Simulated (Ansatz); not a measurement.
CH₇InN₂ (SMILES [CH3][In]([NH2])[NH2]), singlet, at a GFN2-xTB geometry (such geometries of metal compounds can be far from the true shape) (all electrons, no relativity), with bond 10-9 at 1.8 times its length; SC-NEVPT2/STO-3G, CASSCF(6,6) in Ansatz (a quantum-chemistry and plane-wave program).

Ansatz was given this input:
Ansatz 0.2 input:
```yaml
crystal:
  periodic: [false, false, false]
  atoms:
    - {symbol: In, position_ang: [-0.01489508, -0.03344553, -0.02661812]}
    - {symbol: C, position_ang: [2.08106522, -0.24410107, -0.72552069]}
    - {symbol: H, position_ang: [2.47708892, -1.20898715, -0.42082143]}
    - {symbol: H, position_ang: [2.65936305, 0.55128653, -0.26110618]}
    - {symbol: H, position_ang: [2.12656295, -0.14291531, -1.80655676]}
    - {symbol: N, position_ang: [-0.66370673, -0.86368648, 1.73749089]}
    - {symbol: H, position_ang: [-0.31805292, -1.80081094, 1.91419896]}
    - {symbol: H, position_ang: [-1.67418867, -0.90154384, 1.82581412]}
    - {symbol: N, position_ang: [-1.27384987, 1.40858643, -0.77418367]}
    - {symbol: H, position_ang: [-3.03652817, 1.12215733, -0.38784767]}
    - {symbol: H, position_ang: [-1.21129369, 1.54264965, -1.77771476]}
basis:
  gaussian:
    orbitals: STO-3G
magnetization: {spin_polarized: false}
correlation: {method: sc_nevpt2, electrons: all, active_space: {window: {electrons: 6, orbitals: 6}}}
```

Output, abridged:

```
Functional definition: HF
669 factors; integrals over basis functions are off by at most 9.6e-5 eV
mean field evaluation 1: about -158684.4653 eV, gradient 2.6e1 eV
mean field evaluation 2: about -158684.5556 eV, gradient 2.6e1 eV
mean field evaluation 4: about -158687.1865 eV, gradient 2.9e0 eV
mean field evaluation 8: about -158687.2321 eV, gradient 7.2e-3 eV
mean field -158687.23209099 eV, -5831.6482172746 hartree, gradient 1.3e-6 eV, S^2 0.000000; 0 other end points of the search recorded, 0 dependent functions left out; unrestricted orbitals would lower it
reference -158687.23209099 eV, -5831.6482172746 hartree; 38, 38 occupied and 11, 11 virtual orbitals, 669 factors
state -158691.00435390 eV, -5831.7868453796 hartree
state -158691.00435390 eV, -5831.7868453796 hartree; corrected -158694.56450721 eV, -5831.9176786007 hartree
state -158690.65343349 eV, -5831.7739492925 hartree
state -158690.65343349 eV, -5831.7739492925 hartree; corrected -158694.53511999 eV, -5831.9165986402 hartree
state -158691.00435390 eV, -5831.7868453796 hartree; corrected -158694.56450721 eV, -5831.9176786007 hartree
2 active orbitals were swapped for others, from the solution at -158690.65201485 eV, -5831.7738971583 hartree to that at -158691.00303331 eV, -5831.7867968491 hartree; typed "places" are swapped only where nearly empty or full, and so, without "given_window_search", are "orbital_numbers", "shells" and a window whose orbitals a file names under [Active]
Total energy: -158694.56450721 eV, -5831.9176786007 hartree
```
